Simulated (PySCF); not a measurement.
A GIAO shielding run with PySCF 2.14 (density fitting, non-relativistic, gas phase) on SMILES CSc1ccncc1, C6H7NS:

```
$ OMP_NUM_THREADS=1 python probes_run.py task.json out

{"job": {"kind": "nmr", "xc": "PBE0", "basis": "pcSseg-1"}, "charge": 0, "multiplicity": 1}
C      2.721373     0.272573    -0.157336
S      1.636492    -1.176621    -0.292871
C      0.019851    -0.514657    -0.077287
C     -1.049407    -1.407587    -0.151665
C     -2.330469    -0.918434     0.015903
N     -2.605250     0.357603     0.239894
C     -1.588756     1.197396     0.305399
C     -0.261315     0.825646     0.159106
H      2.628898     0.714092     0.830735
H      3.730110    -0.102302    -0.301017
H      2.481865     0.990141    -0.936618
H     -0.868812    -2.454229    -0.338733
H     -3.185040    -1.580189    -0.031982
H     -1.847261     2.233211     0.484699
H      0.513305     1.571348     0.229860
```

Hardware: 1 thread of an Intel Xeon, shared host. The job also computes population analyses, field gradients, ring-centre shieldings.

Task: How large is the calculation?

Result: 66 electrons, 178 basis functions and 937 auxiliary functions.

Task: How long does it take, and how much memory does it need?

Result: 26 s of wall time, with 14 SCF cycles and 5 response iterations; peak memory 1.2 GiB. Times on a shared host scatter by some tens of per cent.
